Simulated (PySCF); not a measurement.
C₆ coefficients of unlike pairs at UHF

Calculated with PySCF 2.14 from the dipole response of each species, C₆(A,B) = (3/π) ∫ α_A(iu) α_B(iu) du, in atomic units, from isotropic polarisabilities. For ions this is the dispersion term alone; charge-induced terms of lower order in 1/R come first.

| species | configuration | basis | relativity | α (bohr³) | C₆ (like pair) |
| --- | --- | --- | --- | --- | --- |
| Al(3+) | [Ne] (1S) | aug-cc-pV(Q+d)Z (7s6p5d3f2g) | none | 0.2446 | 0.2065 |
| N(2+) | [He] 2s2 2p1 (2P) | aug-cc-pVQZ-DK (6s5p4d3f2g) | spin-free X2C | 2.706 | 3.831 |
| S+ | [Ne] 3s2 3p3 (4S) | dyall-av3z (19s12p3d2f) | none | 10.87 | 53.41 |
| Al(2+) | [Ne] 3s1 (2S) | x2c-QZVPPall with one added diffuse shell each of s, p, d, f type (10s7p5d3f1g) | spin-free X2C | 15.28 | 43.38 |

Problem. Estimate C₆ for Al(2+) with S+.

Solution. The integral gives 44.15. The combination rule 2 C_A C_B / (C_A α_B/α_A + C_B α_A/α_B) gives 43.74 and the geometric mean 48.13.

No spin-orbit coupling is included.

The other pairs:

```tsv
pair	C₆
Al(2+), Al(3+)	1.481
S+, Al(3+)	2.180
N(2+), Al(3+)	0.6576
S+, N(2+)	14.18
Al(2+), N(2+)	11.39
```
